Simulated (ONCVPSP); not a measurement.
**u(r) = r·R(r): atom against pseudo-atom (nitrogen)**

Columns: radius, all-electron u(r) and pseudo u(r) of the 2s shell (level -18.46 eV) of nitrogen in the configuration [He] 2s2 2p3; PBEsol, scalar-relativistic, ONCV scheme, ONCVPSP 4.0.1.

| r (bohr) | all-electron | pseudo |
| --- | --- | --- |
| 0.100 | -0.3815 | 0.0992 |
| 0.200 | -0.2929 | 0.1936 |
| 0.300 | -0.0512 | 0.2949 |
| 0.400 | 0.2104 | 0.4046 |
| 0.500 | 0.4392 | 0.5088 |
| 0.600 | 0.6189 | 0.6098 |
| 0.700 | 0.7479 | 0.7191 |
| 0.800 | 0.8314 | 0.8180 |
| 0.900 | 0.8769 | 0.8755 |
| 1.000 | 0.8927 | 0.8927 |
| 1.100 | 0.8860 | 0.8859 |
| 1.200 | 0.8628 | 0.8627 |
| 1.300 | 0.8282 | 0.8281 |
| 1.400 | 0.7860 | 0.7860 |
| 1.500 | 0.7394 | 0.7394 |
| 1.600 | 0.6905 | 0.6905 |
| 1.700 | 0.6410 | 0.6410 |
| 1.800 | 0.5921 | 0.5921 |
| 1.900 | 0.5447 | 0.5447 |
| 2.000 | 0.4993 | 0.4993 |
| 2.100 | 0.4563 | 0.4563 |
| 2.200 | 0.4159 | 0.4159 |
| 2.300 | 0.3782 | 0.3782 |
| 2.400 | 0.3433 | 0.3433 |
| 2.500 | 0.3111 | 0.3111 |
| 2.600 | 0.2814 | 0.2814 |

**Question.** How many radial nodes do the two functions have?

**Answer.** The all-electron 2s function has n − l − 1 = 1; the pseudo-wave has 0, since the states of the same l below it are removed with the core.

**Question.** At about which radius was the pseudo-wave matched?

**Answer.** 1.00 bohr, where the columns begin to agree (steps of 0.10 bohr).

**Question.** Is the pseudo-wave norm-conserving?

**Answer.** Yes: the ONCV scheme keeps the norm inside the radius equal to the all-electron one, which fixes the energy derivative of the logarithmic derivative at the level.
